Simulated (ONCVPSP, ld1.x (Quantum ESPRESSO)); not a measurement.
# Potentials for nitrogen compared

Generated with ld1.x 7.5 (TM, RRKJ, ultrasoft, PAW), atompaw 4.2 or ONCVPSP 4.0.1. The cutoff is in Ry: for ld1.x and atompaw files where the sum of valence levels is converged to 10 mRy in a Bessel basis, for ONCV files where the hardest occupied wave has 1 mHa per electron of residual kinetic energy. The error is the largest all-electron minus pseudo excitation energy over each file’s own four to seven test configurations (ionisations up to +4, promotions, holes and added fractions of an electron), all of which were solved. The labels leave out finer settings (local radius, basis sizes, second energies), which also bear on the numbers. Spin-polarised tests are not counted. The rows are a selection from randomly drawn settings: files with unsolved tests, undetermined cutoffs or missed reference levels are left out.

A true bound ghost makes a file unfit for plane-wave use even where its test errors are small: the radial tests pick states by their node count and pass the ghost by.

```tsv
potential	cutoff (Ry)	largest error (meV)	bound ghosts
ONCV, LDA (Perdew-Wang 92), scalar-relativistic, rc 0.70/2.50 (sp), local s, core correction no, reference 2s1.5 2p3.5, qcut 9.5/4.3, projectors 0/2	60	+6939	none
ONCV, LDA (Perdew-Zunger), scalar-relativistic, rc 1.10/2.00/1.85 (spd), local s, core correction yes, reference 2s1 2p4, qcut 6.9/8/5.7, projectors 0/1/2	45	+610	none
ONCV, PBE, fully relativistic, rc 1.00/2.45/2.05 (spd), local s, core correction no, reference 2s2 2p2.5, qcut 6.7/7.2/4.9, projectors 0/2/2	77	+544	none
PAW, PBE, scalar-relativistic, rc 0.70/2.00/2.10 (spd), local smoothed, core correction yes, reference 2s2 2p3	80	-178	s
TM, LDA (PZ), non-relativistic, rc 0.75/1.05/0.74 (spd), local smoothed, core correction no, reference 2s2 2p3	110	+751	none
ONCV, PBE, scalar-relativistic, rc 0.90/1.20/1.20 (spd), local s, core correction no, reference 2s2 2p2, qcut 8.9/8.1/7.9, projectors 0/3/2	63	+340	none
```

Question: Fill in the row for N: ONCV, PBE, scalar-relativistic, rc 1.05/2.15/2.20 (spd), local smoothed, core correction no, reference 2s2 2p2, qcut 6.2/6.5/4.3, projectors 1/1/2.

Answer: cutoff 82 Ry, largest error +1605 meV, bound ghosts: none.

Question: Fill in the row for N: ONCV, PBE, scalar-relativistic, rc 1.05/1.85/1.40 (spd), local smoothed, core correction yes, reference 2s1.5 2p3.5, qcut 5.8/6.6/7.2, projectors 2/2/1.

Answer: cutoff 75 Ry, largest error +525 meV, bound ghosts: none.
